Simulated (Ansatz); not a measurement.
A run for Ansatz (a program for electronic structure): R-wB97X-V/def2-TZVPP on BFH2Se2 (SMILES FB([SeH])[SeH]), a point of a torsion scan.

Ansatz 0.2 input:
```yaml
crystal:
  periodic: [false, false, false]
  atoms:
    - {symbol: F, position_ang: [0.35016809, 2.00938440, 0.26444359]}
    - {symbol: B, position_ang: [0.15609157, 0.73588378, -0.01508648]}
    - {symbol: Se, position_ang: [-1.65001593, 0.24291785, -0.47396608]}
    - {symbol: Se, position_ang: [1.71501740, -0.39318188, 0.08778225]}
    - {symbol: H, position_ang: [-1.42002704, -1.16735116, -0.69336688]}
    - {symbol: H, position_ang: [1.08013259, -1.63997699, -0.27594097]}
basis:
  gaussian:
    orbitals: def2-TZVPP
hamiltonian:
  xc: {name: wB97X-V}
scf: {lower_state_search: off}
```

Question: Predict the final total energy.

Answer: -4928.6771 hartree.

Question: How many basis functions does it have, and what does it roughly cost on one machine?

Answer: 186 functions; about 6 core-seconds (a rough figure).
